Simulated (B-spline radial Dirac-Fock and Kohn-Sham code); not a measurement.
**Magnetic form factor of the 4f shell of Ho⁴⁺**

System: Ho⁴⁺ in the configuration [Xe] 4f9.

Input file task.json (cfg lists n, l and occupation; rrms is the nuclear radius in fm):

```json
{"items": [{
  "Z": 67,
  "q": 4,
  "cfg": [[1, 0, 2], [2, 0, 2], [2, 1, 6], [3, 0, 2], [3, 1, 6], [3, 2, 10], [4, 0, 2], [4, 1, 6], [4, 2, 10], [4, 3, 9], [5, 0, 2], [5, 1, 6]],
  "A": 165,
  "rrms": 5.2022,
  "do": ["scatter"],
  "s": [0.0, 0.09, 0.11, 0.13, 0.15, 0.18, 0.22, 0.26, 0.31, 0.38, 0.45, 0.54, 0.64, 0.77, 0.92, 1.1, 1.31, 1.57, 1.88, 2.24, 2.68, 3.21, 3.84],
  "pz": [0, 0.1, 0.15, 0.22, 0.32, 0.47, 0.68, 1.0, 1.5, 2.2, 3.2, 4.7, 6.9, 10.0, 15.0, 22.0, 32.0, 47.0, 69.0, 100.0, 150.0],
  "hv_scatter": [1000, 10000, 17479.3, 20000, 30000, 50000, 100000, 500000]
}]}
```

Launch: `python xray_run.py task.json out`

Model: relativistic Hartree-Fock (Dirac-Fock) wave functions, averaged over the configuration. Program: an atomic code on a B-spline grid. ⟨j_K⟩ is the integral of the 4f radial density with the spherical Bessel function j_K(4πsr), s = sin θ/λ.

Hund's rules give S = 5/2, L = 5, J = 15/2 for 4f9, so g = 1.333, and the dipole approximation is F = ⟨j0⟩ + C₂⟨j2⟩ with C₂ = (2 − g)/g = 0.500.

```csv
s (Å⁻¹),⟨j0⟩,⟨j2⟩,⟨j4⟩,⟨j6⟩,F (dipole)
0,1.0000,0.0000,0.0000,0.0000,1.0000
0.09,0.9615,0.0152,0.0001,0.0000,0.9691
0.11,0.9432,0.0223,0.0003,0.0000,0.9544
0.13,0.9219,0.0305,0.0005,0.0000,0.9371
0.15,0.8978,0.0396,0.0009,0.0000,0.9176
0.18,0.8572,0.0546,0.0018,0.0001,0.8845
0.22,0.7967,0.0761,0.0037,0.0002,0.8347
0.26,0.7312,0.0981,0.0065,0.0004,0.7803
0.31,0.6462,0.1244,0.0115,0.0009,0.7085
0.38,0.5286,0.1563,0.0208,0.0023,0.6068
0.45,0.4196,0.1798,0.0321,0.0047,0.5095
0.54,0.2990,0.1969,0.0479,0.0092,0.3974
0.64,0.1935,0.2005,0.0645,0.0160,0.2937
0.77,0.0975,0.1879,0.0817,0.0261,0.1915
0.92,0.0315,0.1604,0.0933,0.0376,0.1117
1.1,-0.0068,0.1225,0.0964,0.0487,0.0545
1.31,-0.0211,0.0830,0.0898,0.0563,0.0204
1.57,-0.0204,0.0473,0.0741,0.0583,0.0033
```

Radial moments of the shell: ⟨r²⟩ = 0.6629, ⟨r⁴⟩ = 0.9995, ⟨r⁶⟩ = 2.950 in powers of bohr.

Values without a named source are computed, but for edge energies of neutral atoms, which are taken from tables.
